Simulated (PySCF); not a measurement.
# Unknowns

Theoretical values (PySCF 2.14.0 with density-fitted response routines): GFN2-xTB structure, GIAO PBE0/pcSseg-1 shieldings. Gas phase, averaged over atoms made equivalent by symmetry, fast rotation or ring inversion, a single conformation, non-relativistic.

δ = σ(ref) − σ, references computed at the same level: ¹H and ¹³C against TMS. Where no couplings were computed, multiplicities follow the n + 1 count of equivalent neighbours, and m marks all less simple cases (inequivalent or close neighbours, rings, F or P nearby). Shifts are as computed. Against solution values, carbons near 30 ppm lie about +3 ppm off and those near 130 ppm about +5 ppm. Of 1211 compounds with measured shifts, 218 miss one by over three times the rms of a fit or turn the order of signals round; such compounds aren't used in these exercises.

(1) C8H12. ¹H NMR (400 MHz, computed): δ 5.30 (m, 1H), 5.22 (m, 1H), 2.87 (m, 1H), 2.31 (m, 2H), 1.96 (m, 1H), 1.87 (m, 2H), 1.83 (m, 1H), 1.75 (m, 3H). ¹³C{¹H} NMR (computed): δ 214.7 (C), 103.0 (CH), 90.6 (CH), 38.0 (CH), 29.8 (CH2), 18.9 (CH3), 17.5 (CH2). Identify the compound.

(2) C8H12. ¹H NMR (500 MHz, computed): δ 6.52 (m, 1H), 5.49 (m, 1H), 5.33 (m, 1H), 5.31 (m, 1H), 2.31 (m, 2H), 1.83 (m, 3H), 1.20 (t, 3H). ¹³C{¹H} NMR (computed): δ 222.1 (C), 142.5 (CH), 116.8 (CH2), 112.5 (C), 90.8 (CH), 27.4 (CH2), 18.5 (CH3), 17.3 (CH3). Give a structure.

## Answers

(1) `C(=C=CC)C1CCC1`. Rings plus π bonds: 3 (1 ring in the answer). 7 carbon signals for 8 carbons: some carbons are equivalent by symmetry or fast rotation. Carbon types of the structure: 1 × C, 3 × CH, 3 × CH2, 1 × CH3, which accounts for all hydrogens. δC 214.7: central carbon of an allene; the central sp carbon of an allene is among the most deshielded carbons of hydrocarbons. δC 103.0, 90.6: terminal carbon of a cumulated C=C=C unit. δC 29.8, 17.5: sp3 CH2 in a ring; saturated and bonded to C and H only. δH 1.75: hydrogen on an allylic methyl carbon; allylic position.

The data come from this structure; uniqueness wasn't tested.

(2) SMILES C=CC(=C=CC)CC. The formula gives 3 degrees of unsaturation (no ring in the answer). 8 carbon signals for 8 carbons: no two carbons are equivalent. Carbon types of the structure: 2 × C, 2 × CH, 2 × CH2, 2 × CH3, which accounts for all hydrogens. δC 222.1: central carbon of an allene; the central sp carbon of an allene is among the most deshielded carbons of hydrocarbons. δC 142.5: alkene CH; an sp2 carbon of a C=C bond. δC 116.8: terminal =CH2 carbon; the olefinic region. δC 112.5, 90.8: terminal carbon of a cumulated C=C=C unit.

This is the structure that produced the data.
